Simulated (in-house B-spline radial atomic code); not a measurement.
Ionising Ge⁵⁺ with different functionals

Computed with a radial B-spline atomic code at the basis-set limit: four-component Dirac-Coulomb Hamiltonian, Fermi nucleus of rms radius 4.0742 fm, spin-restricted, spherical fractional occupations for the functionals, and exact exchange of hybrids averaged over the configuration. The ionisation energy is the difference of two self-consistent energies, [Ar] 3d9 → [Ar] 3d8, without Breit or QED terms; ε is the level of the shell that loses the electron (mean over j). The electron is taken from both j subshells in proportion to 2j + 1, so the result is a j average, not the step between ground levels.

```json
{"method": "B97-1", "rung": "global hybrid", "ΔSCF (eV)": "?", "-ε(3d) (eV)": "?"}
{"method": "LC-wPBE", "rung": "range-separated hybrid", "ΔSCF (eV)": "?", "-ε(3d) (eV)": "?"}
{"method": "CAM-B3LYP", "rung": "range-separated hybrid", "ΔSCF (eV)": "118.32", "-ε(3d) (eV)": "109.83"}
{"method": "HSE06", "rung": "range-separated hybrid", "ΔSCF (eV)": "118.14", "-ε(3d) (eV)": "108.05"}
```

(1) What does LC-wPBE give?

(2) What does B97-1 give?

(3) Among the functionals, which spreads more, the ΔSCF values or the orbital energies?

(4) How do they compare with the NIST value?

Results:

(1) ΔSCF 118.38 eV, and -ε(3d) = 110.07 eV.

(2) ΔSCF 118.21 eV, and -ε(3d) = 107.82 eV.

(3) The orbital energies: ΔSCF values span about 0.24 eV and the orbital energies 2.25 eV; here energy differences depend much less on the functional than eigenvalues do.

(4) NIST lists 115.9 eV ± 0.12 (semi-empirical, ground level to ground level). Errors run from +2.24 to +2.48 eV. The correlated functionals all miss on the same side by more than they spread, so the cause is common to them (Breit-QED terms, spin polarisation, the choice among j levels, multiplet and fine-structure energies, or a listed next ion that isn't the cheapest removal here) and closeness doesn't rank the functionals.
